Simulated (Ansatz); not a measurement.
`[OH][Ti]([F])([F])[F]` + HBr → `[OH][Ti]([F])([F])[Br]` + H–F at 700 K and 1 bar (ligand exchange at a Ti–F bond).

Isolated molecules relaxed with PBE0-D4/def2-TZVP in Ansatz; ΔE leaves out vibrations. CCSD(T)/CBS is the MP2 limit (def2-TZVPP, def2-QZVPP) plus CCSD(T) − MP2 in def2-TZVPP, frozen cores. This one scheme is used for every species. For Br, Ti outer-core shells are correlated without core-valence functions, which leaves a few kJ/mol of doubt a bond. Scalar relativity is left out up to krypton. One conformer a species, not always the lowest.

```tsv
species	CCSD(T)/CBS energy (Eh)	H − E (kJ/mol)	S (J/(mol·K))
`[OH][Ti]([F])([F])[F]`	-1224.33935	116.4	442.7
HBr	-2573.91920	36.5	223.7
`[OH][Ti]([F])([F])[Br]`	-3697.85928	115.4	461.3
H–F	-100.39570	45.2	198.5
```

H − E and S are ideal-gas, rigid-rotor, harmonic terms from PBE0-D4/def2-TZVP, for one conformer and one mirror image of each species. 1 Eh = 2625.50 kJ/mol, R = 8.31446 J/(mol·K).

By hand: ΔE, ΔH, ΔS and ΔG.

ΔE = (-3697.85928) + (-100.39570) − (-1224.33935) − (-2573.91920) = 0.00357 Eh = 9.4 kJ/mol. Δ(H − E) = 115.4 + 45.2 − 116.4 − 36.5 = 7.7, so ΔH = 17.1 kJ/mol. ΔS = 461.3 + 198.5 − 442.7 − 223.7 = -6.6 J/(mol·K). ΔG = 17.1 − 700 × (-6.6)/1000 = 21.7 kJ/mol.

By hand: the equilibrium constant, and the temperature at which ΔG would vanish if ΔH and ΔS stayed fixed.

log₁₀ K = −ΔG/(RT ln 10) = -1.6. ΔH and −TΔS have one sign here, so there is no such temperature.

The number of gas molecules stays the same, so ΔS is small and ΔH decides. A doubt of 5 kJ/mol in ΔE shifts log₁₀ K by 0.4 here. Other conformers and mirror images would add mixing entropy, several J/(mol·K) or more a flexible species. These are equilibria of isolated gas molecules and say nothing of rates. Largest T1 diagnostic: 0.023 (customary marks: 0.02 for closed shells, 0.045 for open ones).

ΔS is within the doubt of such terms, so its sign, and with it that verdict, could turn.
